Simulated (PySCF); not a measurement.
I$_{3}$Zr (SMILES [I][Zr]([I])[I]), doublet, geometry from GFN2-xTB (such geometries of metal compounds can be far from the true shape) (the multiplicity is a formal guess) (all electrons, no relativity). Base run: R2SCAN/3-21G run with PySCF.

Here is a job for PySCF.
```python
from pyscf import gto, scf, dft

mol = gto.M(
    atom='''
Zr   -0.36838690    0.35251267    0.73412604
I    -1.91094093   -1.65624311   -0.43739609
I     0.06579663    2.21046464   -1.30217845
I     2.12317215   -0.82026883    1.18551715
''',
    basis='3-21g',
    spin=1,
    verbose=4,
    symmetry=True,
)

mf = dft.UKS(mol)
mf.xc = 'r2scan'
mf.kernel()
mf.analyze()
```

Variants of this job, named by their change:

```
change                                 ΔE vs base (eV)  point group used  SCF cycles
-------------------------------------  ---------------  ----------------  ----------
base                                              0.00                Cs          11
irrep_nelec = A':(61, 59) A":(39, 40)             2.76                Cs          16
symmetry = off                                    0.00                C1          11
irrep_nelec = A':(59, 59) A":(41, 40)             0.40                Cs          12
```

Open shells are given as the SCF converged; they aren't shown to be the lowest states, and a large step between rows can be another state.
